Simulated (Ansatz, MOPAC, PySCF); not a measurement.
Species: NO$_{2}$, charge 0, multiplicity 2. SMILES: [O][N][O]
Coordinates optimised at B3LYP-D3(BJ)/def2-TZVP (Ansatz, an electronic-structure program):
```
N
O 1 1.1906
O 1 1.1906 2 134.41
```
Charge 0, spin multiplicity 2.

Quantity: vertical electron affinity to the singlet, in eV. Conventions: each state is the SCF solution reached for its charge and spin; six Cartesian d functions in 6-31G* and its kin unless marked 5d; dispersion terms only where a functional's name holds one; non-relativistic; PM7 with its own dispersion and hydrogen-bond terms; spin-orbit terms left out; open shells spin-unrestricted; frozen cores in correlated levels; 6-311+G** with 5d. Ab initio and DFT rows: single points at B3LYP-D3(BJ) geometries (Ansatz). Semi-empirical rows: differences of heats of formation at the shared geometry for vertical values. Anions need diffuse functions, which STO-3G, LANL2DZ, def2-SVP, cc-pVDZ and Pople sets without + lack. A UHF reference is markedly spin-contaminated in at least one set, which strains HF and MP2.

```tsv
level	program	vertical electron affinity to the singlet (eV)
AM1	MOPAC	1.82
PM7	MOPAC	1.66
MNDO	MOPAC	1.91
PBE/6-311+G**	Ansatz	1.14
B3LYP/6-31G*	Ansatz	0.10
M06-2X/6-31G* (5d)	PySCF	0.39
MP2/6-311+G**	Ansatz	0.97
M06-2X/def2-TZVPD	PySCF	1.44
wB97M-V/def2-TZVPD	Ansatz	1.39
```

No value to compare with is used here. The 7 habitual levels span 0.10 (B3LYP/6-31G*) to 1.91 eV (MNDO); M06-2X/def2-TZVPD gives 1.44.

The levels are drawn from those run, B3LYP/6-31G* more often than the rest, none by its result; left out are runs that failed, that the program found above a lower state of the same kind, or whose <S^2> lies over 0.5 above the pure value.
